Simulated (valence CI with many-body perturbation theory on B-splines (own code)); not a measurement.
## Sensitivity of CI+MBPT for Te3+

Computed by valence CI with perturbative core correlation (CI+MBPT): three valence electrons over a frozen Dirac-Fock core [Kr] 4d10, a basis of 6 s, 6 p, 5 d, 3 f, 1 g functions for each j, with the one-electron correlation potential Σ1 (screened to all orders), the two-electron term Σ2, the three-electron term Σ3, Breit, model QED; selected single and double excitations, second order for the rest, scaled by the run's own slope (own B-spline code, finite nucleus).

Set against measurement, 6 paired levels are off by 348 cm⁻¹ on average, the worst by 517. These come from a selection out of Moore, Atomic Energy Levels, vol. III, NSRDS-NBS 35 (1971 reprint of NBS Circular 467, 1958), an old analysis. Levels without a partner in it may be off by more.

The reference run has the lowest level 5s2 5p 2P°_1/2 and an ionisation energy of 37.6246 eV. Its largest variational space holds 4103 state functions.

Names give the largest LS component (configuration and term), which can be under half, so a name can repeat, a term be missing and a line seem to break the LS rules; names also repeat where a configuration has a term twice.

Changed runs:
A. shift of the energy in Σ1 (hartree) 0 → -0.3; QED terms on → off
B. size limit of the variational space 10000 → 1500; second order for the rest on → off
C. core polarisation of operators on → off
D. scale of Σ2 1 → 3 (bad on purpose)

Excitation energies of the reference run in cm⁻¹, and shifts in cm⁻¹:

```tsv
Level	Reference	A	B	C	D
5s2 5p 2P°_3/2	9222	-42	+22	0	+104
5s 5p2 4P_1/2	69069	+151	-1.3	0	+7131
5s 5p2 4P_3/2	73367	+130	+18	0	+7443
5s 5p2 4P_5/2	77902	+110	+23	0	+7046
5s 5p2 2D_3/2	92624	+13	+26	0	+2649
5s 5p2 2D_5/2	94655	-2.2	+34	0	+3612
5s 5p2 2P_1/2	109819	+79	+10	0	-9516
5s 5p2 2S_1/2	119229	+32	+7.7	0	-3772
5s 5p2 2P_3/2	120438	+3.2	+66	0	-11106
5s2 5d 2D_3/2	127944	-437	+53	0	-7116
5s2 5d 2D_5/2	128733	-480	+50	0	-6956
5s2 6s 2S_1/2	133879	-607	+2.4	0	-4676
Ionisation energy (eV)	37.6246	-0.0836	-0.00045	0	-0.7124
```

No effect on these energies: C.
